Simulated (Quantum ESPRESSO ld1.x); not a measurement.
The numbers below are computed, except where a source is named.
The mean radii <r> (bohr) of the occupied orbitals of an atom or ion are listed with their occupations. Level of theory: non-relativistic Kohn-Sham, LDA (Slater exchange, VWN5 correlation), spin-polarised, spherical densities, point nucleus (ld1.x of Quantum ESPRESSO 7.5).

| orbital | occ. | <r> |
|---|---|---|
| 1s up | 1 | 0.02926 |
| 1s down | 1 | 0.02926 |
| 2s up | 1 | 0.1261 |
| 2s down | 1 | 0.1261 |
| 2p up | 3 | 0.1074 |
| 2p down | 3 | 0.1074 |
| 3s up | 1 | 0.3363 |
| 3s down | 1 | 0.3363 |
| 3p up | 3 | 0.3267 |
| 3p down | 3 | 0.3267 |
| 3d up | 5 | 0.2972 |
| 3d down | 5 | 0.2972 |
| 4s up | 1 | 0.7952 |
| 4s down | 1 | 0.7948 |
| 4p up | 3 | 0.8346 |
| 4p down | 3 | 0.8336 |
| 4d up | 5 | 0.9667 |
| 4d down | 5 | 0.9611 |
| 5s up | 1 | 2.104 |
| 5s down | 1 | 2.102 |
| 5p up | 3 | 2.475 |

Name the element and its charge. Open shells, if any, are filled with parallel spins first.

Answer. Z = 52, tellurium, charge +1: Te+ in [Kr] 4d10 5s2 5p3. The 1s radius gives Z: for a bare nucleus <r> = 1.5/Z, 0.02885 bohr for Z = 52, and screening makes it slightly larger (0.02926 here). The occupations add up to 51, and the charge is Z minus that.
